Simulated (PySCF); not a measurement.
Spinor energies of Dy³³⁺ (dysprosium, charge +33)

Start: [Ar] 3d10 4s2 4p3; 4p1/2 filled at m_j = -1/2, +1/2; 4p3/2 filled at m_j = +3/2. Calculated with PySCF 2.14 in an even-tempered Gaussian basis (17 s from 3.3 bohr⁻², ratio 2.8; 13 p from 4.3 bohr⁻², ratio 2.8; 8 d from 7.6 bohr⁻², ratio 2.8; 4 f from 20 bohr⁻², ratio 3): generalised Hartree-Fock with the X2C-1e Hamiltonian and a Gaussian nucleus; one run each with spin-orbit coupling (SO) switched off, then screened by Boettger's factors.

| spinor shell | electrons | ε, spin-free (eV) | ε, screened SO (eV) | weight of nominal j (screened SO) | rms radius, screened SO (bohr) |
| --- | --- | --- | --- | --- | --- |
| 1s1/2 | 2 | -55382.2 | -55368.4 | 1.000 | 0.0240 |
| 2s1/2 | 2 | -10434.1 | -10428.5 | 1.000 | 0.0970 |
| 2p1/2 | 2 | -9403.5 | -9969.4 | 1.000 | 0.0829 |
| 2p3/2 | 4 | -9403.5 | -9160.5 | 1.000 | 0.0895 |
| 3s1/2 | 2 | -3333.5 | -3330.5 | 1.000 | 0.247 |
| 3p1/2 | 2 | -3008.3 | -3132.2 | 1.000 | 0.238 |
| 3d3/2 | 4 | -2599.7 | -2620.8 | 1.000 | 0.222 |
| 3d5/2 | 6 | -2599.7 | -2581.6 | 1.000 | 0.226 |
| 4s1/2 | 2 | -1495.9 | -1494.7 | 1.000 | 0.525 |
| 4p1/2 | 2 | -1388.2 | -1417.4 | 0.997 | 0.522 |
| 4p3/2 | 1 | -1388.2 | -1366.9 | 1.000 | 0.543 |

(1) Where does 3p3/2 lie, and what is the 3p spin-orbit splitting (screened SO)?

| quantity | spin-free | screened SO |
| --- | --- | --- |
| E (hartree) | -11544.47072 | -11554.87326 |
| M_J | 3/2 | 3/2 |
| ⟨J²⟩ | 3.750 | 3.751 |
| ⟨L²⟩ | 0.000 | 2.405 |
| ⟨S²⟩ | 3.750 | 1.605 |

Each row is a mean over spinors that exchange with the open shell spreads, by up to 12.725 eV (4s1/2).

Breit and QED terms are absent; they matter most for the inner s and p1/2 levels.

Densities and radii are taken from the X2C orbitals without a picture-change correction, which distorts them close to the nucleus.

Without spin-orbit coupling the j labels of p, d and f shells carry no meaning; the spin-free column gives the mean over the occupied spinors of each nl shell.

Results:

(1) At -2952.3 eV, 179.85 eV above 3p1/2.
